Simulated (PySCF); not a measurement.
C7H14BN.
Numbering: `[CH:1]#[C:2][C@@H:3]1[CH2:4][CH2:5][BH2-:6][N+:7]1([CH3:8])[CH3:9]` (hydrogens: H10 on C1; H11 on C3; H12, H13 on C4; H14, H15 on C5; H16, H17 on B6; H18, H19, H20 on C8; H21, H22, H23 on C9)

Structure used (PBE0-D3(BJ)/def2-SVP), in Å, numbered top down from 1:
```xyz
23
C7H14BN angstrom
C      2.7545    2.0549    0.0364
C      2.0803    1.0673    0.2291
C      1.2784   -0.1291    0.4567
C      1.6577   -1.3547   -0.3882
C      0.4322   -2.2896   -0.3699
B     -0.7506   -1.4650    0.3922
N     -0.1882    0.0840    0.2375
C     -0.4721    0.5940   -1.1142
C     -0.7622    0.9893    1.2390
H      3.3624    2.9248   -0.1325
H      1.3558   -0.4079    1.5202
H      1.9208   -1.0236   -1.4052
H      2.5732   -1.7991    0.0304
H      0.1707   -2.5840   -1.3991
H      0.6597   -3.2236    0.1651
H     -0.7628   -1.6539    1.6074
H     -1.8762   -1.4847   -0.0914
H     -0.1214   -0.1259   -1.8619
H     -1.5580    0.6983   -1.2199
H      0.0212    1.5648   -1.2741
H     -1.8512    1.0127    1.1065
H     -0.5415    0.5991    2.2398
H     -0.3485    2.0039    1.1293
```

Computed, not measured: PBE0-D3(BJ)/def2-SVP geometry optimisation, gas phase in PySCF 2.14.0.

Take the most abundant isotopes and a rigid rotor. The values belong to one conformer with, in the numbering `[CH:1]#[C:2][C@@H:3]1[CH2:4][CH2:5][BH2-:6][N+:7]1([CH3:8])[CH3:9]`, C2–C3–C4–C5 -160°, C3–C4–C5–B6 6°, C4–C5–B6–N7 20°, C5–B6–N7–C8 79°.

**Question.** Give the principal moments of inertia and the rotational constants in GHz.

**Answer.** Ia = 221.74, Ib = 335.47, Ic = 441.69 u·Å²; 505379 MHz·u·Å²/I gives 2279, 1506 and 1144 MHz, that is A = 2.2792, B = 1.5065, C = 1.1442 GHz.

**Question.** What kind of rotor is it?

**Answer.** An asymmetric top; Ray's κ = -0.362.

**Question.** Is it planar, by Δ = Ic − Ia − Ib?

**Answer.** Not planar: Δ = Ic − Ia − Ib = -115.52 u·Å². For a rigid frame Δ = −2 Σ m c², so Σ m c² = 57.76 u·Å² lies off the ab plane: 21.74 from hydrogen and 36.02 from heavier atoms. The atom farthest from that plane is 1.99 Å away.

**Question.** Where do the levels up to J = 2 lie, in K?

**Answer.** Above 0(0,0), as E/k:
J = 1: 1(0,1) 0.127, 1(1,1) 0.164, 1(1,0) 0.182
J = 2: 2(0,2) 0.377, 2(1,2) 0.401, 2(1,1) 0.453, 2(2,1) 0.565, 2(2,0) 0.570

**Question.** Which types of transition are allowed, and where do some lines up to J = 5 fall?

**Answer.** The dipole components are |μa| = 3.91 D, |μb| = 0.94 D, |μc| = 1.03 D. The squared components, which scale the intensities, stand as 1.00 : 0.06 : 0.07 (a : b : c). Some lines, for components of 0.1 D or more:

```
type  branch         J(Ka,Kc)    MHz  lower level (cm⁻¹)
   b       Q  4(1,3) ← 4(0,4)   3622               0.844
   b       Q  5(2,4) ← 5(1,5)   5787               1.250
   b       Q  5(4,1) ← 5(3,2)   6149               1.641
   b       Q  4(4,0) ← 4(3,1)   6423               1.182
   a       R  3(0,3) ← 2(0,2)   7592               0.262
   b       R  2(2,1) ← 1(1,0)   7982               0.126
   c       R  2(2,1) ← 1(1,1)   8344               0.114
   b       R  4(0,4) ← 3(1,3)   9599               0.524
   c       R  3(2,1) ← 2(1,1)  10731               0.315
   a       R  4(1,3) ← 3(1,2)  11066               0.596
   a       R  4(2,2) ← 3(2,1)  11253               0.673
   c       R  4(1,3) ← 3(0,3)  13493               0.515
   c       R  5(4,1) ← 4(3,1)  19920               1.182
   b       R  5(2,3) ← 4(1,4)  20137               0.848
   b       R  5(5,0) ← 4(4,1)  21856               1.396
```

**Question.** Estimate the classical rotational partition function at 25 K, 200 K and 500 K.

**Answer.** Point group C1, symmetry number σ = 1; q = (√π/σ)·√((kT/h)³/(ABC)), k/h = 20836.6 MHz/K: 10600 at 25 K, 241000 at 200 K, 951000 at 500 K.

Stationary, but not proved a minimum. Constants of a rigid frame at the computed geometry: no zero-point averaging, no centrifugal distortion. A rigid rotor knows nothing of internal rotation, which can split or shift real lines. Quadrupole hyperfine structure (11B, 14N) is left out.

Time: 4.6 min of wall time; peak memory 0.92 GiB. Hardware: one thread, Arm Neoverse N1 (aarch64), shared host with 64 logical CPUs at a one-minute load of 60. This is the geometry optimisation.
